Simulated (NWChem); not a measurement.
All runs are NWChem calculations. System: H₃BO₃, charge 0, spin multiplicity 1, displaced from the optimised geometry.

The NWChem input:

```
start mol
memory heap 200 mb stack 900 mb global 1100 mb
geometry units angstroms nocenter noautoz
  O      1.152417    -0.818069     0.000000
  B      0.005782    -0.034143     0.000000
  O      0.151722     1.363475     0.000000
  O     -1.216573    -0.708816     0.000000
  H      1.966717    -0.266466     0.000000
  H     -0.683742     1.879516     0.000000
  H     -2.012414    -0.135053     0.000000
  symmetry group Cs
end
basis spherical
  * library def2-tzvp
end
dft
  xc b3lyp
  semidirect memsize 60000000 filesize 0
  iterations 100
  convergence nodiis damp 40
end
task dft gradient
```

The output up to the point where the run's verdict is printed (cleaned and shortened):

```
             Northwest Computational Chemistry Package (NWChem) 7.3.0
             --------------------------------------------------------

                                NWChem Input Module
                                -------------------

 Scaling coordinates for geometry "geometry" by  1.889725989
 (inverse scale =  0.529177249)

 Turning off AUTOSYM since
 SYMMETRY directive was detected!

                             Geometry "geometry" -> ""
                             -------------------------

 Output coordinates in angstroms (scale by  1.889725989 to convert to a.u.)

  No.       Tag          Charge          X              Y              Z
 ---- ---------------- ---------- -------------- -------------- --------------
    1 O                    8.0000     1.15241700    -0.81806900     0.00000000
    2 B                    5.0000     0.00578200    -0.03414300     0.00000000
    3 O                    8.0000     0.15172200     1.36347500     0.00000000
    4 O                    8.0000    -1.21657300    -0.70881600     0.00000000
    5 H                    1.0000     1.96671700    -0.26646600     0.00000000
    6 H                    1.0000    -0.68374200     1.87951600     0.00000000
    7 H                    1.0000    -2.01241400    -0.13505300     0.00000000

 Effective nuclear repulsion energy (a.u.)     113.7483494843

            Nuclear Dipole moment (a.u.)
            ----------------------------
        X                 Y               Z
 ---------------- ---------------- ----------------
    -0.0000018897     0.0000037795     0.0000000000

      Symmetry information
      --------------------

 Group name             Cs
 Group number              2
 Group order               2
 No. of unique centers     7

      Symmetry unique atoms

     1    2    3    4    5    6    7


 Summary of "ao basis" -> "" (spherical)
 ------------------------------------------------------------------------------
       Tag                 Description            Shells   Functions and Types
 ---------------- ------------------------------  ------  ---------------------
[...]
 d= 0,ls=0.5         52   -142.6499338554  6.00D+01  1.43D-01              29.5
 d= 0,ls=0.5         53   -202.6371491133 -6.00D+01  1.43D-01              30.0
 d= 0,ls=0.5         54   -142.6499338593  6.00D+01  1.43D-01              30.5
 d= 0,ls=0.5         55   -202.6371491126 -6.00D+01  1.43D-01              31.0
 d= 0,ls=0.5         56   -142.6499338607  6.00D+01  1.43D-01              31.5
 d= 0,ls=0.5         57   -202.6371491124 -6.00D+01  1.43D-01              32.0
 d= 0,ls=0.5         58   -142.6499338612  6.00D+01  1.43D-01              32.5
 d= 0,ls=0.5         59   -202.6371491123 -6.00D+01  1.43D-01              33.0
 d= 0,ls=0.5         60   -142.6499338613  6.00D+01  1.43D-01              33.5
 d= 0,ls=0.5         61   -202.6371491123 -6.00D+01  1.43D-01              34.0
 d= 0,ls=0.5         62   -142.6499338614  6.00D+01  1.43D-01              34.6
 d= 0,ls=0.5         63   -202.6371491123 -6.00D+01  1.43D-01              35.1
 d= 0,ls=0.5         64   -142.6499338614  6.00D+01  1.43D-01              35.6
 d= 0,ls=0.5         65   -202.6371491123 -6.00D+01  1.43D-01              36.1
 d= 0,ls=0.5         66   -142.6499338614  6.00D+01  1.43D-01              36.6
 d= 0,ls=0.5         67   -202.6371491123 -6.00D+01  1.43D-01              37.1
 d= 0,ls=0.5         68   -142.6499338614  6.00D+01  1.43D-01              37.7
 d= 0,ls=0.5         69   -202.6371491123 -6.00D+01  1.43D-01              38.3
 d= 0,ls=0.5         70   -142.6499338614  6.00D+01  1.43D-01              38.8
 d= 0,ls=0.5         71   -202.6371491123 -6.00D+01  1.43D-01              39.4
 d= 0,ls=0.5         72   -142.6499338614  6.00D+01  1.43D-01              39.9
 d= 0,ls=0.5         73   -202.6371491123 -6.00D+01  1.43D-01              40.5
 d= 0,ls=0.5         74   -142.6499338614  6.00D+01  1.43D-01              41.1
 d= 0,ls=0.5         75   -202.6371491123 -6.00D+01  1.43D-01              41.6
 d= 0,ls=0.5         76   -142.6499338614  6.00D+01  1.43D-01              42.1
 d= 0,ls=0.5         77   -202.6371491123 -6.00D+01  1.43D-01              42.7
 d= 0,ls=0.5         78   -142.6499338614  6.00D+01  1.43D-01              43.3
 d= 0,ls=0.5         79   -202.6371491123 -6.00D+01  1.43D-01              43.8
 d= 0,ls=0.5         80   -142.6499338614  6.00D+01  1.43D-01              44.4
 d= 0,ls=0.5         81   -202.6371491123 -6.00D+01  1.43D-01              44.9
 d= 0,ls=0.5         82   -142.6499338614  6.00D+01  1.43D-01              45.4
 d= 0,ls=0.5         83   -202.6371491123 -6.00D+01  1.43D-01              45.9
 d= 0,ls=0.5         84   -142.6499338614  6.00D+01  1.43D-01              46.6
 d= 0,ls=0.5         85   -202.6371491123 -6.00D+01  1.43D-01              47.1
 d= 0,ls=0.5         86   -142.6499338614  6.00D+01  1.43D-01              47.7
 d= 0,ls=0.5         87   -202.6371491123 -6.00D+01  1.43D-01              48.2
 d= 0,ls=0.5         88   -142.6499338614  6.00D+01  1.43D-01              48.7
 d= 0,ls=0.5         89   -202.6371491123 -6.00D+01  1.43D-01              49.2
 d= 0,ls=0.5         90   -142.6499338614  6.00D+01  1.43D-01              49.7
 d= 0,ls=0.5         91   -202.6371491123 -6.00D+01  1.43D-01              50.1
 d= 0,ls=0.5         92   -142.6499338614  6.00D+01  1.43D-01              50.6
 d= 0,ls=0.5         93   -202.6371491123 -6.00D+01  1.43D-01              51.1
 d= 0,ls=0.5         94   -142.6499338614  6.00D+01  1.43D-01              51.6
 d= 0,ls=0.5         95   -202.6371491123 -6.00D+01  1.43D-01              52.1
 d= 0,ls=0.5         96   -142.6499338614  6.00D+01  1.43D-01              52.6
 d= 0,ls=0.5         97   -202.6371491123 -6.00D+01  1.43D-01              53.1
 d= 0,ls=0.5         98   -142.6499338614  6.00D+01  1.43D-01              53.6
 d= 0,ls=0.5         99   -202.6371491123 -6.00D+01  1.43D-01              54.1
 d= 0,ls=0.5        100   -142.6499338614  6.00D+01  1.43D-01              54.6
```

Convergence was not reached. The next line reads: Calculation failed to converge. NWChem stopped with the message: dft gradient failed.
